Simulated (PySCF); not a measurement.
## Ge: excitation energy

Ge [Ar] 3d10 4s2 4p2 (3P) → Ge [Ar] 3d10 4s1 4p2 4d1 (high-spin determinant), as a difference of total energies. All numbers are calculated (PySCF 2.14, scalar relativity by spin-free X2C-1e, in aug-cc-pVDZ-DK). Correlated levels: valence: [Ar] 3d10 frozen. The calculations carry no spin-orbit coupling.

```json
{"method": "UHF", "excitation energy (eV)": "11.873"}
{"method": "PBE", "excitation energy (eV)": "13.372"}
{"method": "PBE0", "excitation energy (eV)": "13.211"}
{"method": "r2SCAN", "excitation energy (eV)": "13.191"}
{"method": "r2SCANh", "excitation energy (eV)": "13.164"}
{"method": "TPSSh", "excitation energy (eV)": "13.199"}
{"method": "MP2 (valence)", "excitation energy (eV)": "12.692"}
{"method": "SCS-MP2 (valence)", "excitation energy (eV)": "12.939"}
```

Task: Estimate what LDA gives.

Result: 13.719 eV, closest to PBE among the rows shown.

Task: Estimate what BHandHLYP gives.

Result: 13.592 eV, closest to PBE among the rows shown.

A first-order spin-orbit estimate (lowest level to lowest level, LS coupling) adds 0.010 eV.

The upper state lies above the first ionisation limit, but in LS coupling its spin forbids autoionisation to the ground ion.

The promoted electron is Rydberg-like, and one or two diffuse shells describe it only roughly, which tends to raise the upper state.

In the upper state the promoted electron has a positive orbital energy at LDA, PBE, PBE0, r2SCAN, BHandHLYP, r2SCANh, TPSSh, so the basis confines it.

The determinant of the upper state mixes LS terms, which raises its energy above the lowest term, most at the Hartree-Fock and MP2 levels.
